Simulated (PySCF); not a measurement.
oxasilolan-5-one (C3H6O2Si), SMILES O=C1CC[SiH2]O1.

The structure is a stationary point at B3LYP-D3(BJ)/def2-SVP. The values are those of a single conformer.

Computed with TDA-PBE/def2-SVPD (PySCF).

Vertical excitations. Gas-phase values at a fixed geometry.

| state | energy (eV) | λ (nm) | f | main pairs |
|---|---|---|---|---|
| S1 | 5.43 | 228 | 0.017 | HOMO→LUMO+1 82 %, HOMO→LUMO 17 % |
| S2 | 5.49 | 226 | 0.003 | HOMO→LUMO 82 %, HOMO→LUMO+1 17 % |
| S3 | 5.96 | 208 | 0.000 | HOMO→LUMO+2 100 % |
| S4 | 6.62 | 187 | 0.000 | HOMO−1→LUMO+1 97 % |
| S5 | 6.78 | 183 | 0.001 | HOMO→LUMO+3 100 % |
| S6 | 6.86 | 181 | 0.008 | HOMO−2→LUMO 75 %, HOMO−1→LUMO 19 % |
| S7 | 7.07 | 175 | 0.007 | HOMO−2→LUMO+1 54 %, HOMO−1→LUMO+2 15 %, HOMO−2→LUMO 12 %, HOMO−1→LUMO 9 % |
| S8 | 7.08 | 175 | 0.001 | HOMO→LUMO+4 65 %, HOMO→LUMO+5 13 % |
| S9 | 7.10 | 175 | 0.002 | HOMO→LUMO+5 53 %, HOMO→LUMO+4 30 % |
| S10 | 7.16 | 173 | 0.048 | HOMO−1→LUMO+2 33 %, HOMO→LUMO+5 29 %, HOMO−2→LUMO+1 24 % |
| T1 | 4.96 | 250 | 0 | HOMO→LUMO 98 % |
| T2 | 5.30 | 234 | 0 | HOMO→LUMO+1 98 % |
| T3 | 5.91 | 210 | 0 | HOMO→LUMO+2 100 % |
| T4 | 5.93 | 209 | 0 | HOMO−1→LUMO 88 % |
Triplets are in the Tamm–Dancoff approximation.
